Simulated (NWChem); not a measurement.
Program: NWChem. System: C₂H₄F, charge 0, spin multiplicity 2, at a geometry optimised with UB3LYP/def2-SVP. The structure started from a generated list of species. Its SCF solution wasn't tested for a lower state. Level: ULDA (SVWN5)/def2-TZVP.

The NWChem input:

```
start mol
memory heap 200 mb stack 900 mb global 1100 mb
geometry units angstroms nocenter noautoz noautosym
  C     -1.156363     0.171525    -0.299486
  C      0.306982     0.380215    -0.208162
  F      0.996939    -0.558145     0.464987
  H     -1.607916     0.926977    -0.960356
  H     -1.655878     0.245973     0.689599
  H     -1.389540    -0.829645    -0.701180
  H      0.777163     1.369559    -0.167058
end
basis spherical
  * library def2-tzvp
end
dft
  xc slater vwn_5
  odft
  mult 2
  semidirect memsize 60000000 filesize 0
  iterations 100
end
task dft energy
```

Output (cleaned and shortened):

```
             Northwest Computational Chemistry Package (NWChem) 7.3.0
             --------------------------------------------------------

                                NWChem Input Module
                                -------------------

 Scaling coordinates for geometry "geometry" by  1.889725989
 (inverse scale =  0.529177249)

                             Geometry "geometry" -> ""
                             -------------------------

 Output coordinates in angstroms (scale by  1.889725989 to convert to a.u.)

  No.       Tag          Charge          X              Y              Z
 ---- ---------------- ---------- -------------- -------------- --------------
    1 C                    6.0000    -1.15636300     0.17152500    -0.29948600
    2 C                    6.0000     0.30698200     0.38021500    -0.20816200
    3 F                    9.0000     0.99693900    -0.55814500     0.46498700
    4 H                    1.0000    -1.60791600     0.92697700    -0.96035600
    5 H                    1.0000    -1.65587800     0.24597300     0.68959900
    6 H                    1.0000    -1.38954000    -0.82964500    -0.70118000
    7 H                    1.0000     0.77716300     1.36955900    -0.16705800

 Effective nuclear repulsion energy (a.u.)      72.0904298344

            Nuclear Dipole moment (a.u.)
            ----------------------------
        X                 Y               Z
 ---------------- ---------------- ----------------
    -0.0000113384    -0.0000018897    -0.0000000000


 Summary of "ao basis" -> "" (spherical)
 ------------------------------------------------------------------------------
       Tag                 Description            Shells   Functions and Types
 ---------------- ------------------------------  ------  ---------------------
 *                         def2-tzvp                  on all atoms

                                 NWChem DFT Module
                                 -----------------

 Summary of "ao basis" -> "ao basis" (spherical)
 ------------------------------------------------------------------------------
[...]
 overlap   0.940  0.999  0.995  0.999  0.997  0.993  0.992  0.987  0.996  0.899

   alpha     21     22     23     24     25     26     27     28     29     30
    beta     21     22     23     24     25     26     27     28     29     30
 overlap   0.886  0.914  0.950  0.984  0.996  0.935  0.932  0.991  0.998  0.996

   alpha     31     32     33     34     35     36     37     38     39     40
    beta     31     32     33     34     35     36     37     38     39     40
 overlap   0.998  0.998  0.997  0.998  0.996  0.990  0.878  0.880  0.998  0.997

   alpha     41     42     43     44     45     46     47     48     49     50
    beta     41     42     43     44     45     46     47     48     49     50
 overlap   0.986  0.989  0.991  0.996  0.998  0.956  0.950  0.989  0.980  0.975

   alpha     51     52     53     54     55     56     57     58     59     60
    beta     51     52     53     54     56     55     57     58     59     60
 overlap   0.997  0.999  0.999  0.997  0.986  0.983  0.997  0.999  0.995  0.995

   alpha     61     62     63     64     65     66     67     68     69     70
    beta     61     62     63     64     65     67     66     68     69     70
 overlap   0.992  0.976  0.973  0.993  0.994  0.906  0.906  0.999  1.000  0.999

   alpha     71     72     73     74     75     76     77     78     79     80
    beta     71     72     73     74     75     76     77     78     79     80
 overlap   0.996  0.998  0.958  0.958  0.996  0.968  0.819  0.833  0.902  0.912

   alpha     81     82     83     84     85     86     87     88     89     90
    beta     81     82     83     84     85     86     87     88     89     90
 overlap   0.989  0.967  0.946  0.976  0.990  0.988  0.975  0.980  0.998  0.998

   alpha     91     92     93     94     95     96     97     98     99    100
    beta     91     92     93     94     95     96     97     98     99    100
 overlap   0.982  0.982  0.999  0.984  0.983  0.999  0.999  0.999  0.995  0.995

   alpha    101    102    103    104    105    106    107    108    109    110
    beta    101    102    103    104    105    106    107    108    109    110
 overlap   1.000  1.000  0.999  0.999  1.000  1.000  1.000  0.999  0.999  1.000

   alpha    111    112    113    114    115    116    117
    beta    111    112    113    114    115    116    117
 overlap   1.000  1.000  1.000  1.000  0.998  0.998  1.000

     --------------------------
     Expectation value of S2:
     --------------------------
      <S2> =      0.7519 (Exact =     0.7500)

 center of mass
 --------------
 x =   0.19452576 y =  -0.09067829 z =   0.06406246

 moments of inertia (a.u.)
 ------------------
          67.819490399103          39.269994978246         -47.453456971683
          39.269994978246         182.363053174806          24.250704108390
         -47.453456971683          24.250704108390         196.028594075046

     Multipole analysis of the density
     ---------------------------------

     L   x y z        total         alpha         beta         nuclear
     -   - - -        -----         -----         ----         -------
     0   0 0 0     -0.000000    -13.000000    -12.000000     25.000000

     1   1 0 0     -0.472415     -0.476539      0.004136     -0.000011
     1   0 1 0      0.368811     -0.049398      0.418211     -0.000002
     1   0 0 1     -0.092741      0.223288     -0.316029     -0.000000

     2   2 0 0    -13.833238    -53.503223    -51.019321     90.689306
     2   1 1 0      0.641192      9.508319      9.624885    -18.492012
     2   1 0 1      0.119454    -12.218168    -13.064482     25.402104
     2   0 2 0    -13.238875    -20.404232    -19.015651     26.181008
     2   0 1 1      0.121327      6.376811      6.195160    -12.450644
     2   0 0 2    -14.332883    -16.714180    -14.265034     16.646331

 Task  times  cpu:        4.8s     wall:        4.8s

 Total times  cpu:        4.8s     wall:        4.8s
```
